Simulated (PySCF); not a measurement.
# UHF on Mg (magnesium, neutral)

Configuration: [Ne] 3s2, closed-shell 1S. All numbers are calculated (PySCF 2.14, scalar relativity by spin-free X2C-1e, in jorge-DZP-DKH).

- Total energy: -199.913070 hartree
- One-electron energy: -279.8538 hartree
- Hartree (Coulomb) energy: 95.9742 hartree
- Exchange energy: -16.0335 hartree
- ⟨S²⟩: 0.0000
- ⟨L²⟩: 0.000
- Sum of ⟨r⟩: 12.23 bohr
- Sum of ⟨r²⟩: 29.33 bohr²
- Langevin diamagnetic susceptibility: -23.2 ×10⁻⁶ cm³/mol
- Time after the integrals: 0.08 s of wall time on 1 thread of AMD EPYC 7R43 64-Core Processor (shared host)

```json
{"shell": "1s", "electrons": "2", "mean orbital energy (eV)": "-1336.5", "rms radius, mean of both spins (bohr)": "0.151"}
{"shell": "2s", "electrons": "2", "mean orbital energy (eV)": "-102.81", "rms radius, mean of both spins (bohr)": "0.754"}
{"shell": "2p", "electrons": "6", "mean orbital energy (eV)": "-62.037", "rms radius, mean of both spins (bohr)": "0.773"}
{"shell": "3s", "electrons": "2", "mean orbital energy (eV)": "-6.880", "rms radius, mean of both spins (bohr)": "3.50"}
```
